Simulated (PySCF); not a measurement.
EPR parameters of C4H11SSi

Compound: C4H11SSi (doublet state).
Geometry (GFN2-xTB, Å), atoms numbered from 1 in this order:
```xyz
17
C4H11SSi angstrom
C     -2.8389   -0.2672    0.5873
Si    -1.5993   -1.2498   -0.4630
C     -0.0464   -0.2257   -0.8822
C      0.7691    0.1107    0.3657
C      2.0183    0.8968    0.0037
S      3.0100    1.3562    1.4710
H     -2.4247   -0.0394    1.5687
H     -3.7541   -0.8306    0.7428
H     -3.1078    0.6741    0.1152
H     -1.2244   -2.5171    0.1743
H     -0.3243    0.7014   -1.3865
H      0.5870   -0.7798   -1.5772
H      0.1678    0.7020    1.0597
H      1.0580   -0.8123    0.8765
H      2.6634    0.3349   -0.6730
H      1.7612    1.8480   -0.4627
H      3.2782    0.1098    1.8563
```

The hyperfine couplings belong to this conformer and change with its torsions.

The species is `C[SiH]CCCS` [radical].

Computed, not measured: PySCF, UKS B3LYP, pcH-1 on C H S Si, non-relativistic, mean-field spin-orbit, GIAO. Geometry: GFN2-xTB, one conformer, isolated molecule. A GFN2-xTB geometry isn't a minimum of the functional, and hyperfine couplings can be far from their values at a DFT geometry, by a factor of two or more for some ions and for spin on atoms past the first row. No stability test was run, so a lower SCF solution isn't excluded.

| Item | Value |
| --- | --- |
| g1, g2, g3 | 2.00214, 2.00359, 2.00437 |
| g_iso | 2.00337 |
| Form of g | rhombic: the two nearest values differ by 35 % of g3 − g1 |
| ⟨S²⟩ | 0.7514 (exact 0.7500) |
| α and β electrons | 33, 32 |
| HOMO–LUMO gap, α and β orbitals | 5.61, 4.27 eV |
| Basis functions | 280 |

Hyperfine couplings atom by atom, in 10⁻⁴ cm⁻¹; T1 to T3 are the principal values of the dipolar part (1 × 10⁻⁴ cm⁻¹ = 2.998 MHz):

```json
{"atom": "C1", "isotope": "13C", "a_iso": "7.3", "of which spin–orbit": "0.0", "T1": "-1.2", "T2": "-1.2", "T3": "2.4", "Mulliken spin population": "-0.01"}
{"atom": "Si2", "isotope": "29Si", "a_iso": "-149.5", "of which spin–orbit": "0.3", "T1": "-57.4", "T2": "28.6", "T3": "28.7", "Mulliken spin population": "0.97"}
{"atom": "C3", "isotope": "13C", "a_iso": "7.7", "of which spin–orbit": "0.0", "T1": "-1.2", "T2": "-1.2", "T3": "2.5", "Mulliken spin population": "-0.01"}
{"atom": "C4", "isotope": "13C", "a_iso": "10.5", "of which spin–orbit": "0.0", "T1": "-0.9", "T2": "-0.9", "T3": "1.8", "Mulliken spin population": "0.01"}
{"atom": "C5", "isotope": "13C", "a_iso": "4.0", "of which spin–orbit": "0.0", "T1": "-0.4", "T2": "-0.3", "T3": "0.7", "Mulliken spin population": "0.01"}
{"atom": "S6", "isotope": "33S", "a_iso": "0.1", "of which spin–orbit": "0.0", "T1": "-0.3", "T2": "-0.2", "T3": "0.5", "Mulliken spin population": "0.01"}
{"atom": "H7", "isotope": "1H", "a_iso": "21.1", "of which spin–orbit": "0.0", "T1": "-1.3", "T2": "0.1", "T3": "1.3", "Mulliken spin population": "0.02"}
{"atom": "H8", "isotope": "1H", "a_iso": "1.7", "of which spin–orbit": "0.0", "T1": "-1.4", "T2": "-0.9", "T3": "2.3", "Mulliken spin population": "0.00"}
{"atom": "H9", "isotope": "1H", "a_iso": "0.8", "of which spin–orbit": "0.0", "T1": "-1.4", "T2": "-0.8", "T3": "2.2", "Mulliken spin population": "0.00"}
{"atom": "H10", "isotope": "1H", "a_iso": "14.8", "of which spin–orbit": "0.0", "T1": "-3.2", "T2": "0.3", "T3": "2.9", "Mulliken spin population": "0.00"}
{"atom": "H11", "isotope": "1H", "a_iso": "0.1", "of which spin–orbit": "0.0", "T1": "-1.4", "T2": "-0.8", "T3": "2.2", "Mulliken spin population": "0.00"}
{"atom": "H12", "isotope": "1H", "a_iso": "1.0", "of which spin–orbit": "0.0", "T1": "-1.4", "T2": "-0.8", "T3": "2.3", "Mulliken spin population": "0.00"}
{"atom": "H13", "isotope": "1H", "a_iso": "-0.3", "of which spin–orbit": "0.0", "T1": "-0.9", "T2": "-0.3", "T3": "1.2", "Mulliken spin population": "0.00"}
{"atom": "H14", "isotope": "1H", "a_iso": "0.3", "of which spin–orbit": "0.0", "T1": "-1.0", "T2": "-0.3", "T3": "1.3", "Mulliken spin population": "0.00"}
{"atom": "H15", "isotope": "1H", "a_iso": "-0.2", "of which spin–orbit": "0.0", "T1": "-0.4", "T2": "-0.2", "T3": "0.5", "Mulliken spin population": "0.00"}
{"atom": "H16", "isotope": "1H", "a_iso": "-0.2", "of which spin–orbit": "0.0", "T1": "-0.4", "T2": "-0.2", "T3": "0.5", "Mulliken spin population": "0.00"}
{"atom": "H17", "isotope": "1H", "a_iso": "0.0", "of which spin–orbit": "0.0", "T1": "-0.2", "T2": "-0.1", "T3": "0.3", "Mulliken spin population": "0.00"}
```

The largest Mulliken spin population is on Si2 (+0.97). The angles at Si2 add up to 334.5°, so it is pyramidal.

Under fast tumbling the dipolar parts average out, and these isotropic splittings remain: 1 × 1H (H10, I = 1/2, 2 lines) with 1.58 mT, 3 × 1H (H7/H8/H9, I = 1/2, 4 lines) with 0.84 mT and 2 × 1H (H11/H12, I = 1/2, 3 lines) with 0.06 mT.

Class means assume fast exchange of nuclei equivalent by connectivity; if that motion is slow, each nucleus keeps its own coupling. The three 1H nuclei of mean +23.5 MHz run from 2.3 to 63.2 MHz in the frozen geometry.

The 13C coupling of C4 (31.4 MHz) shows only in satellite lines or after enrichment, since that isotope makes up about 1.07 % of natural carbon.

The 29Si coupling of Si2 (-448.3 MHz) shows only in satellite lines or after enrichment, since that isotope makes up about 4.7 % of natural silicon.
